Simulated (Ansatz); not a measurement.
Geometry optimisation, RKS LDA/def2-SVP in Ansatz 0.2.0.

input.yaml

```yaml
crystal:
  periodic: [false, false, false]
  atoms:
    - { symbol: Si, position_ang: [-0.720942, -0.753224, 0.160279] }
    - { symbol: O, position_ang: [-0.40705, -0.022697, 1.698263] }
    - { symbol: H, position_ang: [0.441858, -1.696644, 0.054031] }
    - { symbol: H, position_ang: [-2.029239, -1.501063, 0.190417] }
    - { symbol: "N", position_ang: [-0.871563, 0.366313, -1.11609] }
    - { symbol: H, position_ang: [1.484867, 0.911183, 0.883073] }
    - { symbol: Se, position_ang: [2.365817, 1.063904, -0.324228] }
    - { symbol: H, position_ang: [-1.044811, 0.685375, 1.913095] }
    - { symbol: H, position_ang: [-0.048757, 0.878345, -1.46448] }
    - { symbol: H, position_ang: [-1.728817, 0.478001, -1.662162] }
    - { symbol: H, position_ang: [2.558637, -0.409394, -0.332298] }
basis:
  gaussian: { orbitals: def2-SVP }
hamiltonian:
  xc: lda
relax:
  f_tol: 0.03
  max_steps: 50
```

Launched with:

```bash
$ ansatz run input.yaml --threads 2 --pin off --max-ram 3072MiB --backend cpu --events-out ev --progress --plain --runs-dir out
```

Question: Where does it end, and by what steps?

Answer: It converged. The force dipped under the threshold on the way, but the program's further checks kept it going. After 10 steps the energy has fallen by 0.086 eV; H11 moved furthest, 0.31 Å.

| step | energy less start (eV) | largest force component (eV/Å) | accepted |
| --- | --- | --- | --- |
| 0 | 0.0000 | 1.082 | yes |
| 1 | -0.0419 | 0.526 | yes |
| 2 | -0.0544 | 0.505 | yes |
| 3 | -0.0754 | 0.267 | yes |
| 4 | -0.0833 | 0.239 | yes |
| 5 | -0.0753 | 0.573 | no |
| 6 | -0.0849 | 0.091 | yes |
| 7 | -0.0858 | 0.018 | yes |
| 8 | -0.0861 | 0.052 | yes |
| 9 | -0.0861 | 0.040 | yes |
| 10 | -0.0862 | 0.011 | yes |

```xyz
11
Properties=species:S:1:pos:R:3
Si -0.769 -0.775 0.144
O -0.265 -0.030 1.576
H 0.293 -1.825 -0.007
H -2.133 -1.393 0.309
N -0.907 0.334 -1.143
H 1.303 0.732 0.880
Se 2.330 1.178 -0.135
H -0.822 0.726 1.846
H -0.071 0.815 -1.501
H -1.758 0.461 -1.694
H 2.798 -0.221 -0.277
```

Run time: 15 s on 2 threads of AMD EPYC 7B13 (Zen 3), on a shared host, peak memory 0.18 GiB.
